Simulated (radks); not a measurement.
The numbers below are computed, except where a source is named.
Valence configurations of As II (all share [Ar]). Code: a radial shooting solver on a logarithmic mesh with Libxc functionals. Model: scalar-relativistic Kohn-Sham, PBE, spin-unpolarised, spherical densities, finite nucleus; Fermi nuclear charge, rms radius 4.0968 fm. Energies are relative to 3d10 4s2 4p2; eigenvalues in eV.

valence	E (eV)	e(3d)	e(4p)	e(4s)
3d10 4s2 4p2	0.000	-50.399	-13.340	-23.355
3d9.5 4s2 4p2.5	19.670	-55.954	-14.289	-24.773
3d9 4s2 4p3	41.680	-61.638	-15.219	-26.156
3d10 4p4	20.389	-53.651	-14.742	-
3d10 4s1 4p3	10.107	-52.061	-14.063	-24.261
3d10 4s1.5 4p2.5	5.031	-51.240	-13.707	-23.816
3d8 4s1.5 4p4.5	98.921	-74.100	-17.342	-29.209

NIST lists [Ar] 3d10 4s2 4p2 as the ground configuration; this level of theory agrees among the configurations tried. The energies are those of spherical spin-averaged densities, not of single terms.
